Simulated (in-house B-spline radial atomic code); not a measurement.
Ionising the calcium ion Ca⁷⁺ with different functionals

Computed with a B-spline radial code for spherical atoms: non-relativistic Hamiltonian, point nucleus, spin-polarised at highest spin, spherical fractional occupations for the functionals, the average over the highest-spin determinants for Hartree-Fock. The ionisation energy is the difference of two self-consistent energies, [Ne] 3s2 3p1 → [Ne] 3s2, without Breit or QED terms; ε is the level of the shell that loses the electron (its least bound occupied spin orbital).

Hybrids are left out here: with spherical fractional occupations of an open shell their exact exchange keeps a self-interaction that integer-occupation calculations don't have.

```tsv
method	rung	ΔSCF (eV)	-ε(3p) (eV)
Hartree-Fock	Hartree-Fock	146.28	146.55
LDA VWN5	LDA	?	?
LDA PW92	LDA	147.46	137.37
LDA exchange-only	LDA	145.83	135.83
PBE	GGA	147.27	137.30
PBEsol	GGA	147.20	137.23
BLYP	GGA	147.35	137.30
RPBE	GGA	147.16	137.26
PW91	GGA	147.45	137.46
BP86	GGA	147.41	137.41
AM05	GGA	147.19	137.21
OLYP	GGA	?	?
TPSS	meta-GGA	147.19	137.36
SCAN	meta-GGA	146.96	137.36
r2SCAN	meta-GGA	146.91	137.30
M06-L	meta-GGA	146.51	136.98
revTPSS	meta-GGA	147.04	137.24
```

Question: What does OLYP give?

Answer: ΔSCF 147.36 eV, and -ε(3p) = 137.59 eV.

Question: What does LDA VWN5 give?

Answer: ΔSCF 147.48 eV, and -ε(3p) = 137.38 eV.

Question: How do they compare with the NIST value?

Answer: NIST lists 147.2 eV ± 0.12 (measured, ground level to ground level). Errors run from -1.41 to +0.24 eV; PBE is closest (+0.03 eV), though others lie within the uncertainty of it, and part of that can be cancellation, since the calculations leave out relativity, Breit-QED terms, multiplet and fine-structure energies. Hartree-Fock also lacks correlation.
